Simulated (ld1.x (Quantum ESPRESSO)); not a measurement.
## What one change does to a pseudopotential (Au, TM)

* Element: gold (Au)
* Generator: ld1.x (Quantum ESPRESSO) 7.5
* Type: norm-conserving Troullier–Martins (Kleinman–Bylander form)
* Functional: PBE
* Relativity: scalar-relativistic
* Frozen core: [Xe] 4f14
* Valence charge: 11
* Reference configuration: 5d10 6s1 6p0
* Partial waves: 6s (bound): rc 2.05 bohr; 6p (bound, empty): rc 2.65 bohr; 5d (bound): rc 2.35 bohr
* Local potential: the d channel
* Core correction: a·sin(br)/r model core, default radius (core density twice the valence density)

Change: all radii but the core radius scaled by about 1.15 (s 2.36, p 3.06, d 2.72 bohr).

Cutoffs: the cutoffs (Ry, on a coarse ladder) from which the occupation-weighted sum of valence levels, in a spherical-Bessel basis at the reference potential, stays within 10 and 1 mRy of its value at 400 Ry; they do not see the model core or the augmentation charge, which bear on the density cutoff. Errors are all-electron minus pseudo energies relative to the spin-unpolarised reference configuration.

Task: Predict the effect on cutoff, ghosts and configuration errors.

Result: The potential gets softer (40 Ry and 55 Ry → 35 Ry and 50 Ry); the bound ghosts move from p, s to s; the number of tests that count goes from 6 to 7; of the 6 tests that both files solve, the error grows in 3 and shrinks in 1 by more than 15 % and 0.3 meV (median size 44.6 → 65.2 meV). A larger radius leaves more room for a smooth pseudo-wave, so fewer plane waves are needed.

| quantity | base | changed |
| --- | --- | --- |
| cutoff, loose | 40 Ry | 35 Ry |
| cutoff, tight | 55 Ry | 50 Ry |
| loose cutoff by channel (10 mRy a level) | s 12 Ry, d 35 Ry | s 12 Ry, d 30 Ry |
| bound ghosts | s, p | s |
| tests counted (converged, no solver errors) | 6 of 7 | 7 of 7 |
| error for 5d10 6s0 6p0, meV [ΔE 9.41 eV] | -15 | -16 |
| error for 5d9 6s0 6p0, meV [ΔE 30.62 eV] | -48 | -91 |
| error for 5d8 6s0 6p0, meV [ΔE 64.49 eV] | -205 | -275 |
| error for 5d9 6s2 6p0, meV [ΔE 1.69 eV] | -41 | -28 |
| error for 5d9 6s1 6p0, meV [ΔE 12.12 eV] | -29 | -39 |
| error for 5d7 6s0 6p0, meV [ΔE 112.21 eV] | -559 | -552 |

Base: Tests not counted: 5d9 6s1 6p1 (solver errors, printed error -2.6 eV). Changed file: These tests converged, but a pseudo level misses the all-electron one widely, so the file describes the atom poorly there or has found another state: 5d8 6s0 6p0: empty 6p by 5.5 eV (a node warning on the way); 5d7 6s0 6p0: empty 6s by 6.1 eV (a node warning on the way). A true bound ghost makes a file unfit for plane-wave use even where its test errors are small: the radial tests pick states by their node count and pass the ghost by. Where a test does run into it, the solver fails or the error is huge.
